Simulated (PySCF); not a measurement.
**Simulated characterisation data**

Non-relativistic Hamiltonian, no solvent, equivalent nuclei averaged, one conformer. PBE0/pcSseg-1 with gauge-including orbitals; B3LYP/pcJ-1 coupling constants (spin–dipole term left out of most H,H and C,H couplings); geometry: GFN2-xTB; PySCF.

Referencing at the same level of theory: TMS for 1H, 13C. Multiplet labels drop J under 1 Hz and among equivalent protons, and merge close values. Unscaled 3J(H,H) run several per cent high. Splittings of carbon signals by F and P are missing where no couplings were computed. Where no couplings were computed, multiplicities follow the n + 1 count of equivalent neighbours, and m marks all less simple cases (inequivalent or close neighbours, rings, F or P nearby). Shifts are as computed. Against solution values, carbons near 30 ppm lie about +3 ppm off and those near 130 ppm about +5 ppm. Of 1211 compounds with measured shifts, 218 miss one by over three times the rms of a fit or turn the order of signals round; such compounds aren't used in these exercises. OH and NH positions are gas-phase values without hydrogen bonding to other molecules.

Compound 1 (C₅H₁₀NPSi). 1H NMR (600 MHz, computed): δ 5.98 (m, 1H), 5.42 (m, 1H), 5.38 (m, 1H), 4.90 (m, 1H), 2.53 (m, 1H), 1.13 (m, 2H), 0.51 (m, 3H). 13C{1H} NMR (computed): δ 140.6 (CH), 123.9 (C), 123.3 (CH2), 25.8 (CH), -3.5 (CH3). Structure: `N#C[C@H](C=C)[Si@H](C)P`.

Compound 2 (C₄H₅N). 1H NMR (600 MHz, computed): δ 7.71 (br s, 1H), 6.71 (m, 2H), 6.47 (m, 2H). 13C{1H} NMR (computed): δ 119.5, 113.6. Structure: `InChI=1S/C4H5N/c1-2-4-5-3-1/h1-5H`.

Compound 3 (C₉H₁₆O). 1H NMR (600 MHz, computed): δ 3.50 (s, 3H), 3.08 (m, 1H), 2.37 (m, 1H), 2.03 (m, 1H), 1.97 (m, 1H), 1.82 (m, 1H), 1.79 (m, 1H), 1.78 (m, 1H), 1.55 (m, 1H), 1.53 (m, 1H), 1.47 (m, 1H), 1.30 (m, 1H), 1.22 (m, 1H), 1.14 (m, 1H). 13C{1H} NMR (computed): δ 84.5 (CH), 58.1 (CH3), 38.6 (CH), 38.4 (CH), 34.0 (CH2), 33.0 (CH2), 30.1 (CH2), 29.8 (CH2), 29.3 (CH2). Structure: `CO[C@@H]1CC[C@H]2CC[C@@H]1C2`.
